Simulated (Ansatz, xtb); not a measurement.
BF2H3O4Si: 3 structures ranked

3 gas-phase structures of BF2H3O4Si, from a drawn sample of its isomers (lower ones may exist). Each was relaxed with GFN2-xTB; where two conformers were screened, the lower at r2SCAN-D4/def2-SVP is listed:

A. `OB(F)O[Si](O)(O)F`, a singlet
B. `O[Si](O)(O)OB(F)F`, a singlet
C. `OB(O)O[Si](O)(F)F`, a singlet

Task: Which do you expect lowest at r2SCAN-D4/def2-SVP, and how would the others follow?

Result: Calculated order at r2SCAN-D4/def2-SVP: C (0.000), A (0.275), B (0.631) eV.

Energies above the lowest of each column, in eV; the last columns are at PBE0-D4/def2-SVP geometries:

| structure | GFN2-xTB | HF/STO-3G | r2SCAN-D4/def2-SVP | PBE0-D4/def2-SVP | CCSD(T)/def2-SVP + ΔMP2/def2-TZVPP |
| --- | --- | --- | --- | --- | --- |
| C | 0.000 | 0.080 | 0.000 | 0.000 | 0.000 |
| A | 0.103 | 0.121 | 0.275 | 0.247 | 0.273 |
| B | 0.351 | 0.000 | 0.631 | 0.598 | 0.604 |

CCSD(T)/def2-SVP + ΔMP2/def2-TZVPP puts C lowest; HF/STO-3G picks B. Flexible structures stand in one conformer each, not always the lowest. ΔMP2 is the change of the MP2 energy from the smaller to the larger basis.

Programs: Ansatz 0.2.0, xtb 6.7.1.
